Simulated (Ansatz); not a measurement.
1,1-elimination

Start structure (AlH2Br, closed shell), relaxed at PBE0-D4/def2-TZVP:

| atom | x (Å) | y (Å) | z (Å) |
| --- | --- | --- | --- |
| Al1 | -0.1752 | 0.0427 | -0.0859 |
| Br2 | 1.8043 | -0.4386 | 0.8846 |
| H3 | -0.3212 | -0.2491 | -1.6276 |
| H4 | -1.3079 | 0.6451 | 0.8289 |

The step: AlH₂Br ([AlH2][Br]) → AlH + HBr; bonds formed: Br2–H3; bonds broken: Al1–Br2, Al1–H3. Ansatz 0.2.0; basis: def2-TZVPP and def2-QZVPP; cores frozen in the correlated methods. Filled d shells of the heavier atoms are correlated. The def2 sets are not built for correlating such inner shells, so the correlated values are less sure here. Extrapolation: Hartree–Fock as exp(−7.88 √X), correlation as X^−2.97. Energies below are by CCSD(T) at an estimated basis limit (MP2 extrapolated from triple and quadruple zeta, plus CCSD(T) − MP2 in triple zeta).

Task: What are the electronic barrier and the energy of the step, from the start structure to the end structure? (To be estimated.)

Result: Computed: Barrier 70.61 kcal/mol; step energy 65.19 kcal/mol (uphill); reverse barrier, their difference, 5.42 kcal/mol. Barrier and step energy count from the start structure, the reverse barrier from the end structure.

The saddle point: One imaginary mode of 455i cm⁻¹.
```json
{"pair": "Br2–H3", "start (Å)": "3.30", "saddle (Å)": "1.68", "end (Å)": "1.46"}
{"pair": "Al1–Br2", "start (Å)": "2.26", "saddle (Å)": "2.83", "end (Å)": "3.96"}
{"pair": "Al1–H3", "start (Å)": "1.58", "saddle (Å)": "1.77", "end (Å)": "2.50"}
```

Zero-point energy (harmonic, PBE0-D4): ZPE is 8.86 kcal/mol at the start and 6.32 kcal/mol at the saddle, so the barrier goes from 70.61 to 68.07 kcal/mol.

First-order rate constant out of the start structure at 898 K by transition-state theory, with harmonic vibrational free energies alone and no tunnelling: ΔA‡ = 67.77 kcal/mol, so k = (kB T/h) exp(−ΔA‡/kB T) ≈ 10^-3 s⁻¹ (an order of magnitude at best: rotation, the number of equivalent paths and anharmonicity are left out).

The T1 diagnostic stays at or below 0.012. The restricted Hartree–Fock reference is unstable towards an unrestricted one at one or more of these structures.

Labels in which every atom is bracketed show which atoms are joined, not bond orders.

For scale, one of the runs: CCSD(T)/def2-TZVPP, 118 basis functions, launched by `ansatz run in.yaml --threads 2 --pin off --events-out ev --progress --plain --max-ram 4352MiB`. The run took about 4.1 s on 2 CPU threads of an Intel Xeon Platinum 8559C (shared host).
